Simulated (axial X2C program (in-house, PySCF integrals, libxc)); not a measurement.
## Potential curves of WC, two-component

All values were computed with an in-house all-electron X2C program for linear molecules (integrals from PySCF). Two-component (2c) means X2C with spin–orbit coupling and atomic mean-field two-electron Coulomb and Gaunt terms. Basis: W dyall-cv3z [13s14p9d7f4g], C dyall-v3z [7s6p2d1f] (cores contracted in-house); Gaussian nuclei, density fitting, unrestricted open shells. Masses: W 183.951 u, C 12.000 u.

State: Ω = 1 (⟨Sz⟩ = -0.97, ⟨Lz⟩ = 1.97 at HF). Energies in eV from the lowest point of each curve. Fits are polynomials in 1 − R0/R over 0.85 to 1.23 times the lowest point R0.

```json
{"R (Å)": "1.4781", "HF": "2.2718", "TPSSh": "1.6753"}
{"R (Å)": "1.5461", "HF": "1.4293", "TPSSh": "0.7181"}
{"R (Å)": "1.5971", "HF": "1.0185", "TPSSh": "0.2992"}
{"R (Å)": "1.6480", "HF": "0.7133", "TPSSh": "0.0753"}
{"R (Å)": "1.6990", "HF": "0.4784", "TPSSh": "0.0000"}
{"R (Å)": "1.7585", "HF": "0.2743", "TPSSh": "0.0511"}
{"R (Å)": "1.8179", "HF": "0.1335", "TPSSh": "0.2104"}
{"R (Å)": "1.8944", "HF": "0.0298", "TPSSh": "0.5239"}
{"R (Å)": "1.9878", "HF": "0.0000", "TPSSh": "1.0032"}
{"R (Å)": "2.1238", "HF": "0.0976", "TPSSh": "1.7490"}
```

The state is a single determinant with fixed occupations, the lowest that a limited PBE0 search found. Density functionals use the spin component along the axis (collinear). PBE0 can misorder states that lie within some tenths of an eV, so this need not be the ground state of the molecule. The nearest other 2c determinant of the search, Ω = 2, lies 0.34 eV up at the distance of the search. The functionals have no current-density term, which raises determinants with orbital currents, atoms included. With several unpaired electrons one determinant need not be a pure state. The determinant is spin-polarised beyond a pure state at some levels (its spin-free form has ⟨S²⟩ too high), which makes Re and μ there less reliable.

Task: What are Re and ωe at the HF level?

Result: At HF, 2c: Re = 1.971 Å, ωe ≈ 488 cm⁻¹; Be follows as 0.385 cm⁻¹.

Task: What are Re and ωe at the TPSSh level?

Result: At TPSSh, 2c: Re = 1.706 Å, ωe ≈ 997 cm⁻¹; Be follows as 0.514 cm⁻¹.
